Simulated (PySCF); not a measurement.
Compound: C₉H₁₃N.
Numbering: `[CH3:1][N:2]([CH3:3])[CH2:4][c:5]1[cH:6][cH:7][cH:8][cH:9][cH:10]1`

Definitions: NICS(0) = −σiso at the ring centroid; NICS(1) = −σiso and NICS(1)zz = −σzz at ±1 Å along the ring normal z. Level: GIAO PBE0/pcSseg-1 (PySCF, non-relativistic, gas phase) on the GFN2-xTB geometry, one conformer.

Ring bond lengths (Å), with Mayer bond orders in brackets: C5–C6 1.387 (1.42), C6–C7 1.385 (1.43), C7–C8 1.384 (1.44), C8–C9 1.386 (1.42), C9–C10 1.382 (1.44), C10–C5 1.390 (1.40).

**Question.** What do the NICS probes read (ppm)?

**Answer.** 
| ring | type | NICS(0) | NICS(1), two faces | NICS(1)zz, two faces | rms pucker (Å) | centre to ring atoms, mean (Å) |
| --- | --- | --- | --- | --- | --- | --- |
| C5–C6–C7–C8–C9–C10 | 6-membered carbocycle; formal bonds all aromatic | -8.3 | -11.2 / -11.1 | -28.5 / -28.8 | 0.00 | 1.39 |

**Question.** What do they say, and how far can they be read as aromaticity?

**Answer.** 
- C5–C6–C7–C8–C9–C10: mean NICS(1)zz -28.6 ppm, shielded. For a flat ring without four-coordinate atoms the NICS criterion counts such a value as aromatic.

**Question.** How equal are the bonds by HOMA? Use HOMA with the parameters of Krygowski (1993).

**Answer.** 
- C5–C6–C7–C8–C9–C10: HOMA 1.00 = 1 − EN − GEO, with mean bond length 1.386 Å, EN = α(Ropt − mean)² = 0.001 and GEO = α × variance = 0.002. The geometric and the magnetic index point the same way.

Conformer computed: `[CH3:1][N:2]([CH3:3])[CH2:4][c:5]1[cH:6][cH:7][cH:8][cH:9][cH:10]1`: C1–N2–C4–C5 -64°, N2–C4–C5–C6 129°.
